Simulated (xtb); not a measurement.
xtb input file for CH8FNSi2, SMILES NC[SiH2][SiH2]F, GFN2-xTB. 

```
$ xtb mol.xyz --gfn 2 --sp --chrg 0 --uhf 0 --json
$ cat mol.xyz
13

N     -2.70917496     1.06645141     1.04883955
C     -1.58373324     0.15274270     0.87588978
Si    -0.11041340     0.86938612    -0.13237191
Si     1.67713542    -0.56941321    -0.29176090
F      1.18263938    -1.90345638    -1.05891426
H     -2.40164896     1.91293819     1.51603937
H     -3.07912901     1.33885632     0.14425735
H     -1.97467776    -0.75013932     0.39967944
H     -1.25701584    -0.14319502     1.87665837
H      0.27637755     2.12299344     0.54084092
H     -0.67211205     1.28971511    -1.42923304
H      2.21659286    -1.10551738     0.95516887
H      2.78037479    -0.11578061    -1.13253902
```

Log of the run:

```
[banner left out]
          |                Calculation Setup                |
           -------------------------------------------------



           -------------------------------------------------
          |                 G F N 2 - x T B                 |
           -------------------------------------------------

        Reference                      10.1021/acs.jctc.8b01176
      * Hamiltonian:
        H0-scaling (s, p, d)           1.850000    2.230000    2.230000
        zeta-weighting                 0.500000
      * Dispersion:
        s8                             2.700000
        a1                             0.520000
        a2                             5.000000
        s9                             5.000000
      * Repulsion:
        kExp                           1.500000    1.000000
        rExp                           1.000000
      * Coulomb:
        alpha                          2.000000
        third order                    shell-resolved
        anisotropic                    true
        a3                             3.000000
        a5                             4.000000
        cn-shift                       1.200000
        cn-exp                         4.000000
        max-rad                        5.000000


          ...................................................
          :                      SETUP                      :
          :.................................................:
          :  # basis functions                  40          :
          :  # atomic orbitals                  38          :
          :  # shells                           20          :
          :  # electrons                        32          :
          :  max. iterations                   250          :
          :  Hamiltonian                  GFN2-xTB          :
          :  restarted?                      false          :
          :  GBSA solvation                  false          :
          :  PC potential                    false          :
          :  electronic temp.          300.0000000     K    :
          :  accuracy                    1.0000000          :
          :  -> integral cutoff          0.2500000E+02      :
          :  -> integral neglect         0.1000000E-07      :
          :  -> SCF convergence          0.1000000E-05 Eh   :
          :  -> wf. convergence          0.1000000E-03 e    :
          :  Broyden damping             0.4000000          :
          :  net charge                          0          :
          :  unpaired electrons                  0          :
          ...................................................

 iter      E             dE          RMSdq      gap      omega  full diag
   1    -17.4241810 -0.174242E+02  0.525E+00    4.07       0.0  T
   2    -17.5021957 -0.780147E-01  0.249E+00    3.49       1.0  T
   3    -17.5061820 -0.398635E-02  0.189E+00    3.87       1.0  T
   4    -17.5079904 -0.180836E-02  0.105E+00    3.74       1.0  T
   5    -17.5077788  0.211594E-03  0.507E-01    3.76       1.0  T
   6    -17.5081189 -0.340074E-03  0.158E-01    3.72       1.0  T
   7    -17.5081155  0.335117E-05  0.740E-02    3.71       1.0  T
   8    -17.5081278 -0.122553E-04  0.255E-02    3.71       1.1  T
   9    -17.5081284 -0.665816E-06  0.866E-03    3.71       3.2  T
  10    -17.5081285 -0.256919E-07  0.289E-03    3.71       9.6  T
  11    -17.5081285 -0.884639E-08  0.110E-03    3.71      25.1  T
  12    -17.5081285 -0.280736E-08  0.224E-04    3.71     123.8  T
  13    -17.5081285 -0.103419E-10  0.674E-05    3.71     411.5  T

   *** convergence criteria satisfied after 13 iterations ***

         #    Occupation            Energy/Eh            Energy/eV
      -------------------------------------------------------------
         1        2.0000           -0.8461518             -23.0250
       ...           ...                  ...                  ...
        10        2.0000           -0.4886647             -13.2972
        11        2.0000           -0.4501272             -12.2486
        12        2.0000           -0.4443942             -12.0926
        13        2.0000           -0.4348352             -11.8325
        14        2.0000           -0.4325457             -11.7702
        15        2.0000           -0.3877310             -10.5507
        16        2.0000           -0.3524084              -9.5895 (HOMO)
        17                         -0.2162391              -5.8842 (LUMO)
        18                         -0.2119651              -5.7679
        19                         -0.1832402              -4.9862
        20                         -0.1614562              -4.3934
        21                         -0.1468626              -3.9963
       ...                                ...                  ...
        38                          0.9355654              25.4580
      -------------------------------------------------------------
                  HL-Gap            0.1361693 Eh            3.7054 eV
             Fermi-level           -0.2843237 Eh           -7.7368 eV

 SCC (total)                   0 d,  0 h,  0 min,  0.012 sec
 SCC setup                      ...        0 min,  0.000 sec (  1.689%)
 Dispersion                     ...        0 min,  0.000 sec (  0.959%)
 classical contributions        ...        0 min,  0.000 sec (  0.325%)
 integral evaluation            ...        0 min,  0.002 sec ( 13.774%)
 iterations                     ...        0 min,  0.007 sec ( 55.143%)
 molecular gradient             ...        0 min,  0.003 sec ( 26.487%)
 printout                       ...        0 min,  0.000 sec (  1.430%)

         :::::::::::::::::::::::::::::::::::::::::::::::::::::
         ::                     SUMMARY                     ::
         :::::::::::::::::::::::::::::::::::::::::::::::::::::
         :: total energy             -17.363773923486 Eh    ::
         :: gradient norm              0.000171734473 Eh/a0 ::
         :: HOMO-LUMO gap              3.705356155531 eV    ::
         ::.................................................::
         :: SCC energy               -17.508117249692 Eh    ::
         :: -> isotropic ES            0.043170714215 Eh    ::
         :: -> anisotropic ES          0.001826301179 Eh    ::
         :: -> anisotropic XC          0.008259110962 Eh    ::
         :: -> dispersion             -0.007845507986 Eh    ::
         :: repulsion energy           0.144343326206 Eh    ::
         :: add. restraining           0.000000000000 Eh    ::
         :: total charge               0.000000000000 e     ::
         :::::::::::::::::::::::::::::::::::::::::::::::::::::

           -------------------------------------------------
          |                Property Printout                |
           -------------------------------------------------

    * Orbital Energies and Occupations

         #    Occupation            Energy/Eh            Energy/eV
      -------------------------------------------------------------
         1        2.0000           -0.8461518             -23.0250
       ...           ...                  ...                  ...
         4        2.0000           -0.6064623             -16.5027
         5        2.0000           -0.5674823             -15.4420
         6        2.0000           -0.5239678             -14.2579
         7        2.0000           -0.5061601             -13.7733
         8        2.0000           -0.5056767             -13.7602
         9        2.0000           -0.4969282             -13.5221
        10        2.0000           -0.4886647             -13.2972
        11        2.0000           -0.4501272             -12.2486
        12        2.0000           -0.4443942             -12.0926
        13        2.0000           -0.4348352             -11.8325
        14        2.0000           -0.4325457             -11.7702
        15        2.0000           -0.3877310             -10.5507
        16        2.0000           -0.3524084              -9.5895 (HOMO)
        17                         -0.2162391              -5.8842 (LUMO)
        18                         -0.2119651              -5.7679
        19                         -0.1832402              -4.9862
        20                         -0.1614562              -4.3934
        21                         -0.1468626              -3.9963
        22                         -0.1297143              -3.5297
        23                         -0.0788810              -2.1465
        24                         -0.0620001              -1.6871
        25                         -0.0282245              -0.7680
        26                          0.0131050               0.3566
        27                          0.0888561               2.4179
       ...                                ...                  ...
        38                          0.9355654              25.4580
      -------------------------------------------------------------
                  HL-Gap            0.1361693 Eh            3.7054 eV
             Fermi-level           -0.2843237 Eh           -7.7368 eV

     #   Z          covCN         q      C6AA      α(0)
     1   7 N        2.634    -0.340    28.746     7.963
     2   6 C        3.626    -0.087    22.620     6.852
     3  14 Si       3.654     0.372   100.708    19.238
     4  14 Si       3.490     0.454   102.185    19.585
     5   9 F        0.705    -0.297    12.296     4.140
     6   1 H        0.860     0.131     1.541     1.945
     7   1 H        0.860     0.133     1.523     1.933
     8   1 H        0.924     0.026     2.641     2.542
     9   1 H        0.924     0.022     2.708     2.573
    10   1 H        0.915    -0.119     6.299     3.926
    11   1 H        0.915    -0.096     5.421     3.642
    12   1 H        0.919    -0.094     5.373     3.625
    13   1 H        0.919    -0.104     5.704     3.735

 Mol. C6AA /au·bohr⁶  :       2351.798046
 Mol. C8AA /au·bohr⁸  :      81562.839799
 Mol. α(0) /au        :         81.699970


Wiberg/Mayer (AO) data.
largest (>0.10) Wiberg bond orders for each atom

 ---------------------------------------------------------------------------
     #   Z sym  total        # sym  WBO       # sym  WBO       # sym  WBO
 ---------------------------------------------------------------------------
     1   7 N    3.027 --     2 C    1.034     6 H    0.973     7 H    0.972
     2   6 C    3.961 --     1 N    1.034     9 H    0.979     8 H    0.979
                             3 Si   0.882
     3  14 Si   3.623 --    10 H    0.897    11 H    0.893     2 C    0.882
                             4 Si   0.821
     4  14 Si   3.819 --     5 F    1.095    13 H    0.896    12 H    0.893
                             3 Si   0.821
     5   9 F    1.162 --     4 Si   1.095
     6   1 H    0.983 --     1 N    0.973
     7   1 H    0.982 --     1 N    0.972
     8   1 H    0.999 --     2 C    0.979
     9   1 H    1.000 --     2 C    0.979
    10   1 H    0.986 --     3 Si   0.897
    11   1 H    0.991 --     3 Si   0.893
    12   1 H    0.991 --     4 Si   0.893
    13   1 H    0.988 --     4 Si   0.896
 ---------------------------------------------------------------------------

Topologies differ in total number of bonds
Writing topology from bond orders to xtbtopo.mol

molecular dipole:
                 x           y           z       tot (Debye)
 q only:        0.298       0.753       0.130
   full:        0.396       0.790       0.068       2.254
molecular quadrupole (traceless):
                xx          xy          yy          xz          yz          zz
 q only:       -0.209       2.004      -0.764       3.490      -2.361       0.973
  q+dip:       -2.297       1.470       0.010       5.838      -3.019       2.287
   full:       -1.932       1.367       0.187       5.293      -2.475       1.745
Note: The following floating-point exceptions are signalling: IEEE_UNDERFLOW_FLAG IEEE_DENORMAL
normal termination of xtb


           -------------------------------------------------
          | TOTAL ENERGY              -17.363773923486 Eh   |
          | GRADIENT NORM               0.000171734473 Eh/α |
          | HOMO-LUMO GAP               3.705356155531 eV   |
           -------------------------------------------------

------------------------------------------------------------------------
------------------------------------------------------------------------
 total:
 SCF:
```

The run converged.

Cost: about 0.07 core-seconds (a rough figure).
